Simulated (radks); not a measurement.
The numbers below are computed, except where a source is named.
Task: These are the eigenvalues of the occupied orbitals of an atom or ion with whole-number occupations (eV). Level of theory: Dirac Kohn-Sham, exchange-only PBE, spin-unpolarised, spherical densities, finite nucleus; Fermi nuclear charge, rms radius of each element as measured or else 0.836 A^(1/3) + 0.57 fm (a radial shooting solver on a logarithmic mesh with Libxc functionals).

1s1/2: -93862.33
2s1/2: -19566.86
2p1/2: -18958.28
2p3/2: -16623.08
3s1/2: -7030.725
3p1/2: -6765.677
3p3/2: -6210.500
3d3/2: -5793.281
3d5/2: -5672.637

Which element is it, and in what charge state? The configuration may be excited. Open shells, if any, fill j = l - 1/2 first.

Result: Z = 83, bismuth, charge +56: Bi56+ in [Ar] 3d9. The list shows which subshells hold electrons but not how many an open one holds; the 1s level, -3449.4 hartree, gives Z - s = 83.1 by -(Z - s)^2/2, which with screening and relativity narrows Z to a few neighbours, and the depths of the outer levels then fix element, charge and occupations together.
